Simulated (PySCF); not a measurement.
Dipole moment and polarisability of `FC(F)=C(F)[C@H]1CC[CH2][AlH]1`

Species: C6H8AlF3.
SMILES with atom numbers: `[F:1][C:2]([F:3])=[C:4]([F:5])[C@H:6]1[CH2:7][CH2:8][CH2:9][AlH:10]1` (hydrogens: H11 on C6; H12, H13 on C7; H14, H15 on C8; H16, H17 on C9; H18 on Al10)

Structure used (PBE0-D3(BJ)/def2-SVP), in Å, numbered top down from 1:
```xyz
18
C6H8AlF3 angstrom
F      1.4481    0.8915    1.7908
C      2.3505    0.5397    0.8321
F      3.5417    0.4244    1.3415
C      1.9310    0.3571   -0.4200
F      2.8434    0.0013   -1.3311
C      0.5119    0.4653   -0.7912
C     -0.2014   -0.9050   -0.9381
C     -1.6633   -0.8272   -0.4743
C     -1.7620   -0.2172    0.9367
Al    -0.5119    1.2858    0.7258
H      0.4359    1.0520   -1.7238
H     -0.1370   -1.2928   -1.9682
H      0.3220   -1.6404   -0.3010
H     -2.1247   -1.8286   -0.5316
H     -2.2283   -0.1998   -1.1899
H     -1.4076   -0.9443    1.6907
H     -2.7969    0.0390    1.2121
H     -0.5752    2.8117    1.1566
```

Level: B3LYP/def2-SVPD (PySCF), static field, nuclei fixed, core orbitals frozen in the response. The polarisability tensor in these axes (au):

```
x   105.43   4.28   2.29
y     4.28  90.52   9.81
z     2.29   9.81  94.23
```

Diagonalise the tensor; give its mean and Δα, where Δα² is half the sum of the squared differences of the eigenvalues.

Principal values 82.23, 99.21 and 108.74 au; mean 96.73 au = 14.33 Å³ = 15.95 × 10⁻⁴⁰ C²·m²/J; Δα = 23.25 au (24 % of the mean).

What is the dipole moment, and where does it point?

(-1.18, -0.28, 0.04) D, 1.21 D in size, pointing from the negative to the positive side. Measured along this direction, the outermost atoms are F3 at the negative end and H17 at the positive end.

Sum over states: ᾱ = Σ f/ω², ω in Eh. What share falls to these 10 lowest TDDFT singlets (eV, f)? 5.18, 0.0059; 5.66, 0.0009; 6.01, 0.0126; 6.13, 0.0294; 6.25, 0.0072; 6.37, 0.0083; 6.65, 0.0192; 6.78, 0.0335; 6.89, 0.0011; 6.92, 0.0019.

They add up to 2.21 au, 2.3 % of the 96.73 au; the largest single term is 0.58 au, from the state at 6.13 eV. Terms in order: 0.16, 0.02, 0.26, 0.58, 0.14, 0.15, 0.32, 0.54, 0.02, 0.03 au. Higher excitations give the rest. The strengths listed sum to 0.120.

Traceless (Buckingham) quadrupole moment about the centre of nuclear charge: eigenvalues?

-6.20, -0.07, 6.27 D·Å. The values depend on the origin, since the dipole doesn't vanish. The electronic extent ⟨r²⟩ about the same centre is 1677 bohr², a root-mean-square distance of 2.36 Å for the 84 electrons.

What depolarisation ratio follows for Rayleigh scattering of linearly polarised light, taking the static tensor?

ρ = 3Δα²/(45ᾱ² + 4Δα²) = 1622.0/(421022 + 2162.6) = 0.00383.

Refractivity n − 1 of an ideal gas of it at 400 K and 1 atm, from the electronic α?

N = p/kT = 1.8347 × 10¹⁹ cm⁻³, so n − 1 = 2π × N × 14.33 × 10⁻²⁴ cm³ = 1652 × 10⁻⁶ at long wavelengths.

Isolated species at its PBE0-D3(BJ)/def2-SVP geometry (one conformer only).

These values come from a run that also computed excited states and ΔSCF ions. On Arm Neoverse N1, one thread, shared host, this took 16 min wall and 1.2 GiB of memory at its peak.
